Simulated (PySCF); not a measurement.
bromine (Br2), singlet, geometry from GFN2-xTB; CAMB3LYP/STO-3G (PySCF).

Here is a job for PySCF.
```python
from pyscf import gto, scf, dft

mol = gto.M(
    atom='''
Br   -0.00000000   -0.00000000   -1.14062493
Br    0.00000000    0.00000000    1.14062493
''',
    basis='sto-3g',
    verbose=4,
    symmetry=True,
    symmetry_subgroup='D2h',
)

mf = dft.RKS(mol)
mf.xc = 'camb3lyp'
mf.kernel()
mf.analyze()
```

It wrote (shortened):

```
PySCF version 2.14.0

[INPUT] verbose = 4
[INPUT] num. atoms = 2
[INPUT] num. electrons = 70
[INPUT] charge = 0
[INPUT] spin (= nelec alpha-beta = 2S) = 0
[INPUT] symmetry True subgroup D2h
[INPUT] Mole.unit = angstrom
[INPUT] Symbol           X                Y                Z      unit          X                Y                Z       unit  Magmom
[INPUT]  1 Br     0.000000000000   0.000000000000  -1.140624930000 AA    0.000000000000   0.000000000000  -2.155468728551 Bohr   0.0
[INPUT]  2 Br     0.000000000000   0.000000000000   1.140624930000 AA    0.000000000000   0.000000000000   2.155468728551 Bohr   0.0

nuclear repulsion = 284.160930700068
point group symmetry = Dooh, use subgroup D2h
symmetry origin: [0. 0. 0.]
symmetry axis x: [1. 0. 0.]
symmetry axis y: [0. 1. 0.]
symmetry axis z: [0. 0. 1.]
num. orbitals of irrep Ag = 9
num. orbitals of irrep B1g = 1
num. orbitals of irrep B2g = 4
num. orbitals of irrep B3g = 4
num. orbitals of irrep Au = 1
num. orbitals of irrep B1u = 9
num. orbitals of irrep B2u = 4
num. orbitals of irrep B3u = 4
number of shells = 16
number of NR pGTOs = 108
number of NR cGTOs = 36
basis = sto-3g
ecp = {}

******** <class 'pyscf.dft.rks_symm.SymAdaptedRKS'> ********
method = SymAdaptedRKS
initial guess = minao
damping factor = 0
level_shift factor = 0
DIIS = <class 'pyscf.scf.diis.CDIIS'>
diis_start_cycle = 1
diis_space = 8
diis_damp = 0
SCF conv_tol = 1e-09
SCF conv_tol_grad = None
SCF max_cycles = 50
direct_scf = True
direct_scf_tol = 1e-13
XC library pyscf.dft.libxc version 7.1.2
    S. Lehtola, C. Steigemann, M. J. T. Oliveira, and M. A. L. Marques,  SoftwareX 7, 1–5 (2018)
XC functionals = camb3lyp
    T. Yanai, D. P. Tew, and N. C. Handy,  Chem. Phys. Lett. 393, 51 (2004)
radial grids:
    Treutler-Ahlrichs [JCP 102, 346 (1995); DOI:10.1063/1.469408] (M4) radial grids

becke partition: Becke, JCP 88, 2547 (1988); DOI:10.1063/1.454033
pruning grids: <function nwchem_prune>
grids dens level: 3
symmetrized grids: True
atomic radii adjust function: <function treutler_atomic_radii_adjust>
small_rho_cutoff = 0
Freeze 0 electrons in irreps []
    70 free electrons in irreps Ag B1g B2g B3g Au B1u B2u B3u
Set gradient conv threshold to 3.16228e-05
Initial guess from minao.
tot grids = 40848
init E= -5085.09978131874
HOMO (B3g) = -0.619393268687048  LUMO (B1u) = -0.441346892597064  gap/eV = 4.84489
cycle= 1 E= -5092.13786388808  delta_E= -7.04  |g|= 0.144  |ddm|= 2.09
HOMO (B3g) = -0.241017992450286  LUMO (B1u) = 0.0564388033506022  gap/eV = 8.09421
cycle= 2 E= -5092.13998692609  delta_E= -0.00212  |g|= 0.00368  |ddm|= 0.0918
HOMO (B3g) = -0.239939401215296  LUMO (B1u) = 0.0577973853671735  gap/eV = 8.10183
cycle= 3 E= -5092.13998851728  delta_E= -1.59e-06  |g|= 0.000119  |ddm|= 0.00201
HOMO (B2g) = -0.239975614599676  LUMO (B1u) = 0.0577567425433604  gap/eV = 8.10171
cycle= 4 E= -5092.13998852167  delta_E= -4.38e-09  |g|= 6.17e-06  |ddm|= 0.000134
HOMO (B2g) = -0.239973900205316  LUMO (B1u) = 0.0577587272538119  gap/eV = 8.10172
cycle= 5 E= -5092.13998852168  delta_E= -1.36e-11  |g|= 8.11e-09  |ddm|= 7.27e-06
HOMO (B3g) = -0.239973902943212  LUMO (B1u) = 0.0577587237277712  gap/eV = 8.10172
Extra cycle  E= -5092.13998852168  delta_E= 6.37e-12  |g|= 2.04e-10  |ddm|= 3.2e-09
converged SCF energy = -5092.13998852168
**** SCF Summaries ****
Total Energy =                       -5092.139988521675150
Nuclear Repulsion Energy =             284.160930700068093
One-electron Energy =                -7689.374127036922800
Two-electron Energy =                 2313.073207815179103
Two-electron Coulomb Energy =         2497.125934968849378
DFT Exchange-Correlation Energy =     -184.052727153670105
HOMO-LUMO gap [eV] =                     8.101717435092684
Wave-function symmetry = Ag
occupancy for each irrep:     Ag  B1g  B2g  B3g   Au  B1u  B2u  B3u
                               9    1    4    4    1    8    4    4
**** MO energy ****
MO #1 (B1u #1), energy= -477.380782395354 occ= 2
MO #2 (Ag #1), energy= -477.380774381557 occ= 2
MO #3 (B1u #2), energy= -60.4726371604905 occ= 2
MO #4 (Ag #2), energy= -60.4712666892522 occ= 2
MO #5 (B1u #3), energy= -55.656517653977 occ= 2
MO #6 (Ag #3), energy= -55.6564805995733 occ= 2
MO #7 (B2g #1), energy= -55.6505611021368 occ= 2
MO #8 (B3g #1), energy= -55.6505611021368 occ= 2
MO #9 (B2u #1), energy= -55.6505504410665 occ= 2
MO #10 (B3u #1), energy= -55.6505504410665 occ= 2
MO #11 (B1u #4), energy= -8.05649416896125 occ= 2
MO #12 (Ag #4), energy= -8.05518203744693 occ= 2
MO #13 (B1u #5), energy= -6.03144324245104 occ= 2
MO #14 (Ag #5), energy= -6.02801863199957 occ= 2
MO #15 (B2g #2), energy= -6.00574276997279 occ= 2
MO #16 (B3g #2), energy= -6.00574276997278 occ= 2
MO #17 (B2u #2), energy= -6.0045844555388 occ= 2
MO #18 (B3u #2), energy= -6.00458445553879 occ= 2
MO #19 (B1u #6), energy= -1.73396469131304 occ= 2
MO #20 (Ag #6), energy= -1.73362180960228 occ= 2
MO #21 (B2u #3), energy= -1.72744770082958 occ= 2
MO #22 (B3u #3), energy= -1.72744770082959 occ= 2
MO #23 (B2g #3), energy= -1.72744663421521 occ= 2
MO #24 (B3g #3), energy= -1.7274466342152 occ= 2
MO #25 (Au #1), energy= -1.71038023197237 occ= 2
MO #26 (B1g #1), energy= -1.71037908594154 occ= 2
MO #27 (B1u #7), energy= -1.71037247272361 occ= 2
MO #28 (Ag #7), energy= -1.71037132669279 occ= 2
MO #29 (Ag #8), energy= -0.816405791756838 occ= 2
MO #30 (B1u #8), energy= -0.650070124191423 occ= 2
MO #31 (Ag #9), energy= -0.381725719872245 occ= 2
MO #32 (B2u #4), energy= -0.327463068186465 occ= 2
MO #33 (B3u #4), energy= -0.327463068186459 occ= 2
MO #34 (B2g #4), energy= -0.239973902943216 occ= 2
MO #35 (B3g #4), energy= -0.239973902943212 occ= 2
MO #36 (B1u #9), energy= 0.0577587237277712 occ= 0
 ** Mulliken pop on meta-lowdin orthogonal AOs  **
 ** Mulliken pop  **
pop of  0 Br 1s           2.00000
pop of  0 Br 2s           1.99998
pop of  0 Br 3s           1.99971
pop of  0 Br 4s           1.96920
pop of  0 Br 2px          2.00000
pop of  0 Br 2py          2.00000
pop of  0 Br 2pz          2.00000
pop of  0 Br 3px          2.00000
pop of  0 Br 3py          2.00000
pop of  0 Br 3pz          1.99849
pop of  0 Br 4px          2.00000
pop of  0 Br 4py          2.00000
pop of  0 Br 4pz          1.03313
pop of  0 Br 3dxy         2.00000
pop of  0 Br 3dyz         2.00000
pop of  0 Br 3dz^2        1.99949
pop of  0 Br 3dxz         2.00000
pop of  0 Br 3dx2-y2      2.00000
pop of  1 Br 1s           2.00000
pop of  1 Br 2s           1.99998
pop of  1 Br 3s           1.99971
pop of  1 Br 4s           1.96920
pop of  1 Br 2px          2.00000
pop of  1 Br 2py          2.00000
pop of  1 Br 2pz          2.00000
pop of  1 Br 3px          2.00000
pop of  1 Br 3py          2.00000
pop of  1 Br 3pz          1.99849
pop of  1 Br 4px          2.00000
pop of  1 Br 4py          2.00000
pop of  1 Br 4pz          1.03313
pop of  1 Br 3dxy         2.00000
pop of  1 Br 3dyz         2.00000
pop of  1 Br 3dz^2        1.99949
pop of  1 Br 3dxz         2.00000
pop of  1 Br 3dx2-y2      2.00000
 ** Mulliken atomic charges  **
charge of    0Br =     -0.00000
charge of    1Br =      0.00000
Dipole moment(X, Y, Z, Debye):  0.00000,  0.00000, -0.00000
```
